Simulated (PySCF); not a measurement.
Geometries of 2 isomers of C7H5FO2, from PySCF, PBE0-D3(BJ)/def2-SVP geometry optimisation, gas phase. One conformer each, no zero-point energy, no frequencies.

Problem. Which isomer lies lower at this level?
A.
```xyz
15
angstrom
O      2.541   -1.539   -0.477
C      2.046   -0.441   -0.517
O      2.766    0.664   -0.756
C      0.604   -0.161   -0.313
C     -0.237   -1.243   -0.029
C     -1.597   -1.042    0.167
C     -2.102    0.251    0.073
F     -3.403    0.447    0.256
C     -1.288    1.344   -0.208
C      0.072    1.131   -0.400
H      3.681    0.369   -0.877
H      0.202   -2.241    0.033
H     -2.275   -1.867    0.391
H     -1.730    2.339   -0.271
H      0.734    1.969   -0.622
```
B.
```xyz
15
angstrom
C      3.998   -0.147    0.091
C      2.788   -0.094    0.026
C      1.373   -0.028   -0.052
C      0.574   -0.940    0.531
O     -0.786   -0.908    0.466
C     -1.272    0.097   -0.346
C     -2.752    0.019   -0.494
F     -3.214    1.032   -1.281
C     -0.486    1.005   -0.923
O      0.875    1.039   -0.773
H      5.070   -0.193    0.151
H      0.968   -1.781    1.098
H     -3.030   -0.954   -0.940
H     -3.226    0.076    0.503
H     -0.879    1.790   -1.565
```

Solution. A. That is `O=C(O)c1ccc(F)cc1`, 116.4 kcal/mol below the other.

| SMILES | atoms numbered as above | E (Eh) | relative (kcal/mol) | relative (kJ/mol) | dipole (D) |
| --- | --- | --- | --- | --- | --- |
| O=C(O)c1ccc(F)cc1 | [O:1]=[C:2]([OH:3])[c:4]1[cH:5][cH:6][c:7]([F:8])[cH:9][cH:10]1 | -519.13325 | 0.0 | 0.0 | 1.42 |
| C#CC1=COC(CF)=CO1 | [CH:1]#[C:2][C:3]1=[CH:4][O:5][C:6]([CH2:7][F:8])=[CH:9][O:10]1 | -518.94772 | 116.4 | 487.1 | 1.63 |

As drawn, the lower has an aromatic ring, a C=O bond and an O–H bond, which the higher lacks; the higher has a C≡C bond and a C=C bond outside aromatic rings, which the lower lacks.
